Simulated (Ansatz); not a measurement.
Stepwise reaction of `[NH2][Sb]([NH2])[OH]` with hydrogen, as a gas-phase model of exchange steps in deposition or etching. ΔE in kJ/mol; ΔG adds harmonic PBE0-D4 terms to CCSD(T)/CBS, at 1 bar.

Calculated with Ansatz (gas phase, PBE0-D4/def2-TZVP geometries, no zero-point term in ΔE). CCSD(T)/CBS is the MP2 limit (def2-TZVPP, def2-QZVPP) plus CCSD(T) − MP2 in def2-TZVPP, frozen cores. This one scheme is used for every species. DFT in def2-TZVPP. B3LYP here is the variant with VWN-RPA as its local correlation; programs differ in this. Elements past krypton have def2 core potentials. For Sb outer-core shells are correlated without core-valence functions, which leaves a few kJ/mol of doubt a bond. One conformer a species, not always the lowest.

| step | reaction | PBE-D4 | B3LYP-D4 | ωB97M-V | CCSD(T)/CBS | ΔG(400 K) |
| --- | --- | --- | --- | --- | --- | --- |
| 1 | `[NH2][Sb]([NH2])[OH]` + H₂ → `[NH2][SbH][OH]` + NH₃ | -0.1 | -2.3 | -3.8 | 2.7 | 5.1 |
| 2 | `[NH2][SbH][OH]` + H₂ → `[OH][SbH2]` + NH₃ | -14.0 | -15.7 | -17.1 | -12.4 | -10.5 |

(1) By hand: ΔE of the 2 steps together at CCSD(T)/CBS.

## Answers

(1) (2.7) + (-12.4) = -9.7 kJ/mol, or -4.8 kJ/mol a step.

In ΔE each step is lower than the one before. ΔG lies between -10.5 and 5.1 kJ/mol a step. PBE-D4 differs from CCSD(T)/CBS by -2.8 to -1.6 kJ/mol a step. Only this route is followed, and other bonds may react first. Isolated molecules leave out the surface, adducts and barriers. Largest T1 diagnostic: 0.014.
